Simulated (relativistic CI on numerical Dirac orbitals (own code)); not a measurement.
## Energy levels of S

Computed by Dirac-Coulomb-Breit CI, orbitals from a KLI potential per configuration, QED by a radiative potential, valence Slater integrals scaled by 0.85, P86 correlation energy added to each configuration (own radial code, finite nucleus).

Configurations in the expansion (outside the closed core [Ne]): 3s²3p⁴, 3s²3p³4s, 3s²3p³4p, 3s²3p³3d, 3s²3p³5s, 3s3p⁵, 3s²3p³5p, 3s²3p³4d, 3s²3p³6s, 3s²3p³4f, 3p⁶, 3s²3p³5d, 3s²3p³5f, 3s²3p³5g, 3s²3p²3d², 3s²3p3d²4s, 3s²3p3d²4p, 3s²3p3d³, 3s²3p3d²5s, 3s²3p3d²5p, 3s²3p²4s², 3s²3p4s²4p, 3s²3p3d4s², 3s²3p4s²5s, 3s²3p4s²5p. Double excitations out of closed p, d and f shells are left out; levels of such configurations are missing from the list, as are those of other unlisted configurations, and high levels can miss mixing partners. These lack a partner that the ground configuration has and come out too high: 3s²3p³4d, 3s²3p³6s, 3s²3p³4f, 3s²3p³5d, 3s²3p³5f.

The lowest level is 3s²3p⁴ ³P2, with 99 % of that term; Hund's rules for 3s²3p⁴ give ³P with J = 2, in agreement.

```csv
No.,Configuration,Term,J,E (cm⁻¹),%,Next component (%),jj configuration (%)
1,3s²3p⁴,³P,2,0.0,99,1 3s²3p²3d² ³P,3p3/2^2 (69)
2,3s²3p⁴,³P,1,396.0,99,1 3s²3p²3d² ³P,3p1/2 3p3/2^3 (99)
3,3s²3p⁴,³P,0,571.5,99,1 3s²3p²3d² ³P,3p3/2^4 (63)
4,3s²3p⁴,¹D,2,10025.1,99,1 3s²3p²3d² ¹D,3p1/2 3p3/2^3 (69)
5,3s²3p⁴,¹S,0,18285.5,96,2 3p⁶ ¹S,3p3/2^2 (61)
6,3p³(4S°)4s,⁵S°,2,51814.0,99,1 3s²3p3d²4s ⁵S°,3p1/2 3p3/2^2 4s (55)
7,3p³(4S°)4s,³S°,1,54734.2,99,1 3s²3p3d²4s ³S°,3p1/2 3p3/2^2 4s (55)
8,3p³(4S°)4p,⁵P,1,61871.9,99,1 3s²3p3d²4p ⁵P,3p1/2 3p3/2^2 4p1/2 (46)
9,3p³(4S°)4p,⁵P,2,61881.5,99,1 3s²3p3d²4p ⁵P,3p1/2 3p3/2^2 4p1/2 (28)
10,3p³(4S°)4p,⁵P,3,61896.7,99,1 3s²3p3d²4p ⁵P,3p1/2 3p3/2^2 4p3/2 (55)
11,3p³(4S°)4p,³P,1,63319.5,99,1 3s²3p3d²4p ³P,3p1/2 3p3/2^2 4p3/2 (42)
12,3p³(4S°)4p,³P,0,63320.2,99,1 3s²3p3d²4p ³P,3p1/2 3p3/2^2 4p3/2 (62)
13,3p³(4S°)4p,³P,2,63325.3,99,1 3s²3p3d²4p ³P,3p1/2 3p3/2^2 4p3/2 (30)
14,3p³(2D°)4s,³D°,1,68210.3,97,2 3s²3p³3d ³D°,3p1/2 3p3/2^2 4s (43)
15,3p³(2D°)4s,³D°,2,68220.3,97,2 3s²3p³3d ³D°,3p1/2 3p3/2^2 4s (64)
16,3p³(2D°)4s,³D°,3,68239.9,97,2 3s²3p³3d ³D°,3p1/2 3p3/2^2 4s (97)
17,3p³(4S°)3d,⁵D°,4,68395.3,97,2 3s²3p³4d ⁵D°,3p1/2 3p3/2^2 3d5/2 (54)
18,3p³(4S°)3d,⁵D°,3,68399.3,97,2 3s²3p³4d ⁵D°,3p1/2 3p3/2^2 3d5/2 (33)
19,3p³(4S°)3d,⁵D°,2,68401.0,97,2 3s²3p³4d ⁵D°,3p1/2 3p3/2^2 3d3/2 (37)
20,3p³(4S°)3d,⁵D°,1,68401.6,97,2 3s²3p³4d ⁵D°,3p1/2 3p3/2^2 3d3/2 (48)
21,3p³(4S°)3d,⁵D°,0,68401.8,97,2 3s²3p³4d ⁵D°,3p1/2 3p3/2^2 3d3/2 (54)
22,3p³(4S°)5s,⁵S°,2,69289.9,99,1 3s²3p3d²5s ⁵S°,3p1/2 3p3/2^2 5s (55)
23,3p³(2D°)4s,¹D°,2,69705.9,98,1 3s²3p3d²4s ¹D°,3p1/2 3p3/2^2 4s (77)
24,3p³(4S°)3d,³D°,3,70051.5,92,4 3s²3p³4d ³D°,3p1/2 3p3/2^2 3d3/2 (30)
25,3p³(4S°)3d,³D°,2,70057.2,92,4 3s²3p³4d ³D°,3p1/2 3p3/2^2 3d5/2 (33)
26,3p³(4S°)3d,³D°,1,70060.2,92,4 3s²3p³4d ³D°,3p1/2 3p3/2^2 3d5/2 (47)
27,3p³(4S°)5s,³S°,1,70245.5,98,1 3s²3p3d²5s ³S°,3p1/2 3p3/2^2 5s (55)
28,3p³(4S°)5p,⁵P,1,72617.2,99,1 3s²3p3d²5p ⁵P,3p1/2 3p3/2^2 5p1/2 (46)
29,3p³(4S°)5p,⁵P,2,72620.5,99,1 3s²3p3d²5p ⁵P,3p1/2 3p3/2^2 5p1/2 (29)
30,3p³(4S°)5p,⁵P,3,72625.7,99,1 3s²3p3d²5p ⁵P,3p1/2 3p3/2^2 5p3/2 (55)
31,3p³(4S°)5p,³P,1,73049.9,97,2 3s²3p³4p ³P,3p1/2 3p3/2^2 5p3/2 (44)
32,3p³(4S°)5p,³P,0,73050.8,97,2 3s²3p³4p ³P,3p1/2 3p3/2^2 5p3/2 (56)
33,3p³(4S°)5p,³P,2,73051.4,97,3 3s²3p³4p ³P,3p1/2 3p3/2^2 5p3/2 (29)
34,3p³(4S°)4d,⁵D°,4,76217.1,95,3 3s²3p³5d ⁵D°,3p1/2 3p3/2^2 4d5/2 (53)
35,3p³(4S°)4d,⁵D°,3,76218.0,95,3 3s²3p³5d ⁵D°,3p1/2 3p3/2^2 4d5/2 (31)
36,3p³(4S°)4d,⁵D°,2,76218.5,95,3 3s²3p³5d ⁵D°,3p1/2 3p3/2^2 4d3/2 (37)
37,3p³(4S°)4d,⁵D°,1,76218.8,95,3 3s²3p³5d ⁵D°,3p1/2 3p3/2^2 4d3/2 (47)
38,3p³(4S°)4d,⁵D°,0,76219.0,95,3 3s²3p³5d ⁵D°,3p1/2 3p3/2^2 4d3/2 (53)
39,3p³(2P°)4s,³P°,0,77016.0,85,9 3s²3p³3d ³P°,3p1/2 3p3/2^2 4s (85)
40,3p³(2P°)4s,³P°,1,77020.7,84,10 3s²3p³3d ³P°,3p1/2 3p3/2^2 4s (57)
41,3p³(2P°)4s,³P°,2,77028.3,81,11 3s²3p³3d ³P°,3p3/2^3 4s (45)
42,3p³(4S°)6s,⁵S°,2,77213.4,100,,3p1/2 3p3/2^2 6s (55)
43,3p³(4S°)4d,³D°,1,77542.5,86,10 3s²3p³5d ³D°,3p1/2 3p3/2^2 4d5/2 (45)
44,3p³(4S°)4d,³D°,2,77543.8,85,10 3s²3p³5d ³D°,3p1/2 3p3/2^2 4d5/2 (30)
45,3p³(4S°)4d,³D°,3,77549.5,85,10 3s²3p³5d ³D°,3p1/2 3p3/2^2 4d3/2 (27)
46,3p³(2D°)4p,¹P,1,77608.5,63,35 ³D,3p1/2 3p3/2^2 4p1/2 (34)
47,3p³(4S°)6s,³S°,1,77670.2,99,,3p1/2 3p3/2^2 6s (55)
48,3p³(2D°)4p,³D,2,77746.5,97,1 ³F,3p1/2 3p3/2^2 4p1/2 (40)
49,3p³(2D°)4p,³D,1,77777.0,63,36 ¹P,3p1/2 3p3/2^2 4p3/2 (70)
50,3p³(2D°)4p,³D,3,77793.8,96,3 ³F,3p1/2 3p3/2^2 4p3/2 (67)
51,3p³(2D°)4p,³F,2,77968.6,97,2 ³D,3p1/2 3p3/2^2 4p1/2 (32)
52,3p³(2D°)4p,³F,3,77991.9,96,3 ³D,3p1/2 3p3/2^2 4p3/2 (34)
53,3p³(2D°)4p,³F,4,78017.3,99,1 3s²3p3d²4p ³F,3p1/2 3p3/2^2 4p3/2 (99)
54,3p³(2D°)4p,¹F,3,78235.3,99,1 3s²3p3d²4p ¹F,3p1/2 3p3/2^2 4p3/2 (42)
55,3p³(4S°)4f,³F,4,78381.5,100,,3p1/2 3p3/2^2 4f5/2 (37)
56,3p³(4S°)4f,³F,2,78381.6,100,,3p1/2 3p3/2^2 4f7/2 (49)
57,3p³(4S°)4f,³F,3,78381.6,100,,3p1/2 3p3/2^2 4f7/2 (36)
58,3p³(4S°)4f,⁵F,5,78382.1,100,,3p1/2 3p3/2^2 4f7/2 (55)
59,3p³(4S°)4f,⁵F,4,78382.1,100,,3p1/2 3p3/2^2 4f7/2 (37)
60,3p³(4S°)4f,⁵F,3,78382.1,100,,3p1/2 3p3/2^2 4f5/2 (37)
61,3p³(4S°)4f,⁵F,2,78382.1,100,,3p1/2 3p3/2^2 4f5/2 (49)
62,3p³(4S°)4f,⁵F,1,78382.1,100,,3p1/2 3p3/2^2 4f5/2 (55)
63,3p³(2P°)4s,¹P°,1,78531.6,89,8 3s²3p³3d ¹P°,3p3/2^3 4s (33)
64,3p³(2D°)4p,³P,2,79226.3,97,2 3s²3p³5p ³P,3p1/2 3p3/2^2 4p1/2 (50)
65,3p³(2D°)4p,³P,1,79250.7,97,2 3s²3p³5p ³P,3p1/2 3p3/2^2 4p3/2 (56)
66,3p³(2D°)4p,³P,0,79262.8,97,2 3s²3p³5p ³P,3p1/2 3p3/2^2 4p3/2 (36)
67,3p³(4S°)5d,⁵D°,2,79635.5,96,4 3s²3p³4d ⁵D°,3p1/2 3p3/2^2 5d3/2 (37)
68,3p³(4S°)5d,⁵D°,1,79635.5,96,3 3s²3p³4d ⁵D°,3p1/2 3p3/2^2 5d3/2 (48)
69,3p³(4S°)5d,⁵D°,0,79635.5,96,3 3s²3p³4d ⁵D°,3p1/2 3p3/2^2 5d3/2 (54)
70,3p³(4S°)5d,⁵D°,4,79635.5,96,4 3s²3p³4d ⁵D°,3p1/2 3p3/2^2 5d5/2 (53)
```

Energies count from the lowest computed level; ° marks odd parity. Percentages are summed over parent terms; the parents shown are those of the largest component, closed shells are left out there. Filled j subshells are mostly left out of the jj labels.

The mean weight of the leading LS term, summed over parents, in these 70 levels is 95 %, and that of the leading jj configuration (from the same eigenvectors) 50 %, so LS coupling describes them better.

Correlation outside the listed configurations is missing or only estimated: errors of thousands of cm⁻¹ between configurations and terms are usual at this charge. Rates and lifetimes follow the computed energies and can be off by large factors. The fine structure of a lone outer electron comes out too small, for d and f at times inverted, and misplaced configurations move strength between like terms. 65 of the 68 excited levels that our extract of the measured tables holds in this range could be paired (the sources list more); they are missed by 937 cm⁻¹ on average and 3894 at most, and levels without a partner can miss by more.

Landé's interval rule says that E(J) − E(J−1) = AJ with one A. For the ground term the intervals give A = -175.5, -198.0 cm⁻¹ for J = 1, 2; the multiplet is inverted.
